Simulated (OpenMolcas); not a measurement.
What dynamic correlation does to the levels of Os⁵⁺

```yaml
Program: OpenMolcas
Basis: ANO-R2 [8s6p5d3f1g]
Scalar_Hamiltonian: X2C, finite nucleus
Active_space: 9 electrons in 8 orbitals (RAS1 5p, at most 2 holes; RAS2 5d)
State_averaging: 2S+1 = 4 even, 10 roots; 2S+1 = 2 even, 40 roots
Spin-orbit_coupling: state interaction with AMFI integrals over the reference wave functions, term energies averaged over their components
```

Methods on the same reference wave functions:
A. RASSCF
B. SS-RASPT2, IPEA 0.25 Eh, imaginary shift 0.1 Eh (closed shells correlated: 5s)
C. MS-RASPT2, IPEA 0.25 Eh, imaginary shift 0.1 Eh (closed shells correlated: 5s)

Energies in cm⁻¹ above 5d³ ⁴F_3/2, the measured ground level; measured values from the list in Brasseur, Palmeri and Quinet, Atoms 13, 11 (2025).

```
            Level      A      B      C  Measured
       5d³ ⁴F_3/2    0.0    0.0    0.0       0.0
       5d³ ⁴F_5/2   6517   6770   6740      6397
       5d³ ⁴F_7/2  12013  12020  11990     11444
5d³ ⁴F_9/2 [55 %]  15962  15350  15320     14678
5d³ ⁴P_1/2 [67 %]  18995  17390  17350     16772
       5d³ ²G_7/2  25605  23970  23940     22920
5d³ ²H_9/2 [56 %]  26860  25120  25090     24028
       5d³ ⁴P_5/2  27012  25820  25840     24828
5d³ ²P_1/2 [67 %]  32247  29920  29890     28860
      5d³ ²H_11/2  36321  33500  33460     32156
    5d³ ²D_5/2(1)  37854  36370  36100     34418
5d³ ²G_9/2 [55 %]  40589  38610  38570     37019
5d³ ²P_3/2 [55 %]  43760  41520  41600          
       5d³ ²F_5/2  45373  41350  41270     39601
       5d³ ²F_7/2  46139  42100  42070     40447
    5d³ ²D_3/2(2)  66347  62550  62320          
    5d³ ²D_5/2(2)  66736  62990  63170     61005
```

Deviations, from unrounded energies. A percentage is the sum of absolute deviations over the sum of measured energies, with the sign that they share, or ± where signs differ.

| Against measurement | Levels | A | B | C |
| --- | --- | --- | --- | --- |
| mean absolute deviation (cm-1) | 14 | 3100 | 1200 | 1200 |
| fine structure of the ground term (%) | 3 | +6.1 | +5.0 | +4.7 |
| other terms of the ground configuration (%) | 11 | +11.5 | +4.2 | +4.1 |

B, C lie about equally close to measurement and A furthest from it. The largest miss of C in the table is 5d³ ²D_5/2(2), by +2200 cm-1. The ranking rests on the paired levels alone, and a cruder setting can come out closer through cancelling errors.

Between B and C the level of the table that moves most is 5d³ ²D_5/2(1), by 270 cm-1 (lowest in C, highest in B). Moves below CASPT2's spread within the term are not significant.

The mean deviations of B to C differ by less than CASPT2's widest spread within a term (1200 cm-1), so their order carries little weight.

From A to B the spin-free energies of the other terms of 5d³ shown, above ⁴F, scale by factors of 0.82 to 0.92, as is usual when dynamic correlation screens the repulsion within a d or f shell.

The lowest spin-free term lies below A's lowest term by 0.201 hartree in B, 0.201 hartree in C.

CASPT2 does not keep the components of a term degenerate, so their means are used; among the terms shown or strongly mixed into the levels shown the widest spread is 1200 cm-1 (5d³ ⁴F, C). Active for correlation alone: 5p; no level in the range computed is led by a configuration that opens it, so any true level of that kind is missing. Without dynamic correlation excited terms often stand tens of per cent too high (terms of higher spin than the ground term too low), and those without a measured partner can miss by more than the paired ones (holds for A). Measured partners are found by configuration, term and J. A level has none where our copy of the source lacks it or the pairing is in doubt (some pairs that miss far off the trend of their configuration count as doubtful), and it then counts in no deviation. Only configurations of the active space appear. Levels that lie high or do not pair safely by name in every column are left out.

A share in square brackets marks a mixed level and gives the weight of the term that names it, the lowest over the columns. A number in round brackets counts repeated terms of one configuration in the order of the reference energies.
